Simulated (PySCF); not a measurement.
ClH2InO2. Atoms are numbered in the order given.

```xyz
6

In    -0.0016    -0.2595     0.0000
Cl    -0.0771     2.0720     0.0000
O     -1.7005    -1.2766     0.0000
H     -1.5295    -2.2268     0.0000
O      1.7547    -1.1887     0.0000
H      2.4860    -0.5590     0.0000
```
Charge 0, spin multiplicity 1.

Coordinates come from a PBE0-D3(BJ)/def2-SVP optimisation. The def2 effective core potentials stand for the cores of In; spin–orbit coupling is left out. Other conformers were not sampled.

Calculation: PySCF with M06-2X/def2-TZVPD.

Mulliken values depend strongly on the basis, most of all with diffuse functions as here. ESP charges are fitted to the potential on shells at 1.4 to 2.0 van der Waals radii. Atomic charges (e):

| atom | ESP fit | Mulliken |
|---|---|---|
| In1 | 1.06 | 1.51 |
| Cl2 | -0.33 | -0.50 |
| O3 | -0.74 | -0.87 |
| H4 | 0.40 | 0.37 |
| O5 | -0.72 | -0.87 |
| H6 | 0.33 | 0.36 |
